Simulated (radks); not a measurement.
Results of a calculation; reference values are marked as such.
Question: Ionisation of the oxygen ion O+, [He] 2s2 2p3, to O2+, [He] 2s2 2p2, under several functionals. Dirac Kohn-Sham, spin-unpolarised, spherical densities, finite nucleus; open shells are shared between the two j in proportion to 2j + 1; a radial shooting solver on a logarithmic mesh with Libxc functionals. The NIST Atomic Spectra Database gives 35.121 eV (measured). Rank these functionals by the error of their Delta-SCF ionisation energy: B86b exchange with PBE correlation; PBEsol; HCTH/407; BP86.

Answer: From best to worst: HCTH/407 33.905 eV (-1.216); BP86 33.668 eV (-1.453); B86b exchange with PBE correlation 33.641 eV (-1.480); PBEsol 33.478 eV (-1.643). Spin polarisation and multiplet splitting are left out, so open shells lie too high by an amount that depends on their filling.

Beside tabulated values, note that spin-unpolarised runs miss the spin-polarisation part of the exchange energy of open shells.
